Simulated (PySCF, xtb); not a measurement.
HO₃S, SMILES O=[S](=O)O, multiplicity 2.

Coordinates come from a B3LYP-D3(BJ)/def2-SVP optimisation. The isomer is the one that the SMILES or the coordinates give; other isomers of the formula were not compared. One conformer was computed; it need not be the lowest.

These are C-PCM-PBE0/def2-SVP run with PySCF values and carry that method's errors.

The values are the electrostatic part of the solvation free energy, E(continuum) − E(gas) at the gas-phase geometry, in a cavity of scaled van der Waals radii (PySCF's table); cavitation and dispersion terms are not included. The dipole moment in vacuum is 2.73 D.

```tsv
solvent	ε	ΔG(elec) (kcal/mol)	dipole (D)
water	78.36	-7.9	3.42
ethylethanoate	5.99	-6.5	3.29
chlorobenzene	5.70	-6.5	3.28
```

For comparison, GFN2-xTB/ALPB(water) (xtb, at the GFN2-xTB geometry, all terms of that model) gives -12.0 kcal/mol.
